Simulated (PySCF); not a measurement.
A GIAO shielding run with PySCF 2.14 (density fitting, non-relativistic, gas phase) on `C=C(C)[Si@@H](CC)S[SiH2]N`, C5H15NSSi2:

```
$ OMP_NUM_THREADS=1 python probes_run.py task.json out

{"job": {"kind": "nmr", "xc": "PBE0", "basis": "pcSseg-1"}, "charge": 0, "multiplicity": 1}
C     -1.180619    -1.391933     1.406906
C     -0.942817    -0.827975     0.230043
C     -1.470615    -1.417440    -1.042645
Si     0.061874     0.771108     0.088233
C     -0.958459     2.271367     0.646466
C     -2.266178     2.397827    -0.123427
S      1.785347     0.699556     1.376141
Si     2.774287    -1.102445     0.703089
N      4.206035    -1.428434     1.590747
H     -1.765028    -2.295119     1.506248
H     -0.793040    -0.976571     2.323028
H     -0.642753    -1.700184    -1.691891
H     -2.080323    -2.298014    -0.849490
H     -2.071519    -0.683449    -1.577338
H      0.543931     0.924071    -1.290991
H     -0.371885     3.181731     0.520501
H     -1.173831     2.189394     1.712867
H     -2.884435     1.515450     0.026996
H     -2.075056     2.501933    -1.189120
H     -2.829575     3.268592     0.207144
H      3.164489    -0.892151    -0.683415
H      1.864294    -2.215135     0.923390
H      4.111454    -1.678674     2.562755
H      4.982686    -0.793742     1.488374
```

Hardware: 1 thread of an Intel Xeon 6975P-C, shared host. The job also computes population analyses, field gradients.

Problem. How large is the calculation?

Solution. 96 electrons, 249 basis functions and 1356 auxiliary functions.

Problem. How long does it take, and how much memory does it need?

Solution. 54 s of wall time, with 13 SCF cycles and 5 response iterations; peak memory 1.2 GiB. Times on a shared host scatter by some tens of per cent.
